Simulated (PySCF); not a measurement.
**La²⁺: ionisation energy**

La²⁺ [Xe] 5d1 (2D) → La³⁺ [Xe] (1S), as a difference of total energies. All numbers are calculated (PySCF 2.14, the spin-free X2C one-electron Hamiltonian (Gaussian nucleus), in x2c-TZVPPall with one added diffuse shell each of s, p, d type (12s8p8d3f1g, 106 functions)). Correlated levels: valence: [Kr] 4d10 frozen. The calculations carry no spin-orbit coupling.

Q: Order these methods by the ionisation energy they give, lowest first.
A. MP2 (valence)
B. CCSD(T) (valence)
C. SCS-MP2 (valence)
D. CCSD (valence)

A: C (18.583 eV), A (18.628 eV), D (18.705 eV), B (18.730 eV).

A first-order spin-orbit estimate (lowest level to lowest level, LS coupling) adds 0.129 eV.

Errors of the correlated levels include the incompleteness of this basis and the frozen core.

For comparison: 19.177 eV (measured; NIST Atomic Spectra Database, ionization energies).
